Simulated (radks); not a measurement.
Results of a calculation; reference values are marked as such.
Q: Species: Er47+. Configuration: [Ar] 3d3 (the NIST ground configuration). Level of theory: scalar-relativistic Kohn-Sham, BLYP, spin-polarised, spherical densities, finite nucleus; open shells are filled with parallel spins first (spin-orbit coupling, left out, can overturn this in heavy ions); Fermi nuclear charge, rms radius 5.2516 fm (a radial shooting solver on a logarithmic mesh with Libxc functionals). Some entries of the table are withheld. Estimate them.

orbital,occ.,eigenvalue (eV),<r> (bohr),<1/r> (bohr^-1)
1s up,1,-60264.77,0.02037,77.55
1s down,1,-60264.59,0.02037,77.55
2s up,1,-12471.96,0.08593,18.17
2s down,1,-12457.22,0.08586,18.19
2p up,3,-11374.04,0.07615,16.77
2p down,3,-11362.54,0.07607,16.78
3s up,1,-4650.275,0.2128,7.136
3s down,1,-4633.929,0.2131,7.117
3p up,3,-4317.833,0.2091,6.710
3p down,3,-4301.035,0.2095,6.691
3d up,3,-3962.361,0.1856,6.377
3d down,0,-3941.110,0.1861,6.366
4s up,0,(1),0.4109,3.636
4s down,0,(2),0.4119,3.625
4p up,0,-2258.079,0.4151,3.459
4p down,0,-2251.965,0.4162,3.448

A: 
(1) 4s up eigenvalue (eV): -2390.022
(2) 4s down eigenvalue (eV): -2383.859
